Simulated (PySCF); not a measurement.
B3LYP has the VWN-RPA correlation part, as in Gaussian. Delta-SCF ions had no search for a lower state. Excitations are Tamm–Dancoff values on a coarser integration grid. The basis has no diffuse functions, so Rydberg states are missing or too high.

Z-matrix (Å, degrees):
```
Ge
O 1 1.7623
C 2 1.4175 1 121.00
H 3 1.1013 2 107.94 1 172.30
H 3 1.1038 4 108.62 2 121.57
H 3 1.1054 4 108.20 5 117.34
O 1 1.7624 2 114.93 3 71.75
C 7 1.4176 1 121.00 2 71.74
H 8 1.1013 7 107.94 1 172.29
H 8 1.1038 9 108.62 7 121.57
H 8 1.1054 9 108.20 10 117.34
O 1 1.7624 2 106.81 3 -46.53
C 12 1.4175 1 121.00 2 170.01
H 13 1.1013 12 107.94 1 -172.31
H 13 1.1038 14 108.62 12 -121.57
H 13 1.1054 14 108.20 15 -117.34
O 1 1.7624 2 106.82 3 -169.97
C 17 1.4175 1 120.99 2 46.57
H 18 1.1013 17 107.94 1 -172.40
H 18 1.1038 19 108.62 17 -121.57
H 18 1.1054 19 108.20 20 -117.34
```
Charge 0, multiplicity 1.

Predict the vertical ionisation energy (Delta-SCF), dipole moment and T1 excitation (TDA) from B3LYP-D3(BJ)/def2-TZVP // B3LYP-D3(BJ)/def2-SVP in PySCF 2.14.0.


The vertical ionisation energy (Delta-SCF) is 9.65 eV and the dipole moment is 0.00 D. The T1 excitation (TDA) comes out as 6.14 eV.
